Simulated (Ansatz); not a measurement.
Level of theory: Ansatz (a first-principles code) with frozen-core CCSD(T)/cc-pVQZ // B3LYP-D3(BJ)/def2-TZVP.

Ansatz 0.2 input:
```yaml
crystal:
  periodic: [false, false, false]
  atoms:
    - { symbol: O, position_ang: [-0.865142, -0.318601, -1.074435] }
    - { symbol: C, position_ang: [-0.56789, 0.101717, 0.005638] }
    - { symbol: S, position_ang: [1.067268, 0.12383, 0.71076] }
    - { symbol: H, position_ang: [-1.295723, 0.538114, 0.711789] }
    - { symbol: H, position_ang: [1.661488, -0.44506, -0.353754] }
basis:
  gaussian: { orbitals: cc-pVQZ }
correlation:
  method: ccsd_t
```

Output:

```
Functional definition: HF
1380 factors; integrals over basis functions are off by at most 5.6e-4 eV
mean field evaluation 1: about -13915.4171 eV, gradient 3.6e1 eV
mean field evaluation 2: about -13915.4184 eV, gradient 3.6e1 eV
mean field evaluation 4: about -13918.2211 eV, gradient 3.4e0 eV
mean field evaluation 8: about -13918.3057 eV, gradient 2.4e-1 eV
mean field evaluation 16: about -13918.2196 eV, gradient 3.4e0 eV
mean field -13918.30615488 eV, -511.4883170251 hartree, gradient 8.3e-6 eV, S^2 0.000000; 0 other end points of the search recorded, 0 dependent functions left out
7 core orbitals not correlated
reference -13918.30615488 eV, -511.4883170251 hartree; 9, 9 occupied and 213, 213 virtual orbitals, 1380 factors
second order -16.61559976 eV of doubles, -0.00000000 eV of singles
cycle   1  -16.43734335 eV  change    1.8e-1 eV  update   1.1e-1
cycle   2  -16.89593159 eV  change   -4.6e-1 eV  update   3.6e-2
cycle   3  -17.01929322 eV  change   -1.2e-1 eV  update   1.9e-2
cycle   4  -17.00550864 eV  change    1.4e-2 eV  update   5.3e-3
cycle   5  -17.00295790 eV  change    2.6e-3 eV  update   2.6e-3
cycle   6  -17.00406769 eV  change   -1.1e-3 eV  update   9.5e-4
cycle   7  -17.00346330 eV  change    6.0e-4 eV  update   4.0e-4
cycle   8  -17.00340026 eV  change    6.3e-5 eV  update   1.4e-4
cycle   9  -17.00345314 eV  change   -5.3e-5 eV  update   6.4e-5
cycle  10  -17.00343593 eV  change    1.7e-5 eV  update   2.3e-5
cycle  11  -17.00343015 eV  change    5.8e-6 eV  update   8.1e-6
perturbative correction -0.84411396 eV, -0.0310206159 hartree
Total energy: -13936.15369899 eV, -512.1442021736 hartree
```

Cost: about 2.2 core-minutes (a rough figure).
